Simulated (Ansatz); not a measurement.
`O[SiH](F)[SiH2][SiH3]` + NH₃ → `N[SiH](O)[SiH2][SiH3]` + H–F  (ligand exchange at the Si–F bond)

Isolated molecules relaxed with PBE0-D4/def2-TZVP in Ansatz; ΔE leaves out vibrations. CBS: MP2 limit from def2 TZ/QZ plus the TZ coupled-cluster correction, frozen cores. This one scheme is used for every species. Functionals use def2-TZVPP. B3LYP here is the variant with VWN-RPA as its local correlation; programs differ in this. One conformer a species, not always the lowest.

`O[SiH](F)[SiH2][SiH3]`:

Z-matrix (Å, degrees):
```
Si
F 1 1.604
Si 1 2.346 2 106.4
O 1 1.636 2 110.1 3 -123.1
H 1 1.480 2 107.3 3 122.8
Si 3 2.339 1 110.9 2 49.1
H 3 1.490 1 108.8 2 170.7
H 3 1.492 1 108.8 2 -71.9
H 4 0.958 1 118.6 2 72.9
H 6 1.488 3 109.5 1 56.6
H 6 1.486 3 109.7 1 -62.9
H 6 1.487 3 110.8 1 176.5
```

NH₃:

Cartesian coordinates in Å:
```
N -0.127 -0.094 0.234
H -0.078 -0.810 -0.481
H -0.617 0.695 -0.169
H 0.822 0.208 0.416
```

`N[SiH](O)[SiH2][SiH3]`:

Z-matrix (Å, degrees):
```
Si
O 1 1.652
Si 1 2.341 2 102.3
N 1 1.711 2 112.7 3 -124.0
H 1 1.491 2 111.4 3 119.8
H 2 0.960 1 116.5 3 172.7
Si 3 2.337 1 111.2 2 44.5
H 3 1.493 1 109.7 2 -76.6
H 3 1.492 1 109.4 2 165.9
H 4 1.006 1 123.4 2 74.3
H 4 1.005 1 121.3 2 -126.3
H 7 1.486 3 110.1 1 -64.7
H 7 1.489 3 109.8 1 54.9
H 7 1.489 3 111.4 1 174.7
```

H–F:

Z-matrix (Å, degrees):
```
F
H 1 0.920
```

```tsv
level	ΔE (kcal/mol)	difference from CCSD(T)/CBS
PBE-D4	19.6	-0.3
r2SCAN-D4	21.4	1.5
PBE0-D4	19.3	-0.6
B3LYP-D4	20.8	0.9
ωB97X-V	20.9	1.0
ωB97M-V	20.7	0.8
B2PLYP	21.7	1.8
PBE	20.7	0.8
r2SCAN	21.7	1.8
PBE0	20.2	0.3
B3LYP	22.5	2.6
HF/def2-TZVPP	23.6	3.7
MP2/def2-TZVPP	19.4	-0.5
SCS-MP2/def2-TZVPP	20.6	0.7
CCSD/def2-TZVPP	20.6	0.7
CCSD(T)/def2-TZVPP	20.2	0.3
HF/def2-QZVPP	24.0	4.1
MP2/def2-QZVPP	19.4	-0.5
SCS-MP2/def2-QZVPP	20.5	0.6
HF/CBS(def2)	24.0	4.1
MP2/CBS(def2)	19.1	-0.8
CCSD/CBS(def2)	20.3	0.4
CCSD(T)/CBS	19.9	0
```

Largest T1 diagnostic among the species: 0.013.

In def2-TZVPP, CCSD(T) changes the Hartree–Fock value by −3.4 kcal/mol (the triples alone add −0.4 kcal/mol) and MP2 by −4.2 kcal/mol. The D4 term adds −1.7 kcal/mol with B3LYP and −1.0 kcal/mol with PBE0; it sums over pairs of atoms, weighted by their polarisabilities, and B3LYP, whose exchange is more repulsive, gets the larger term.
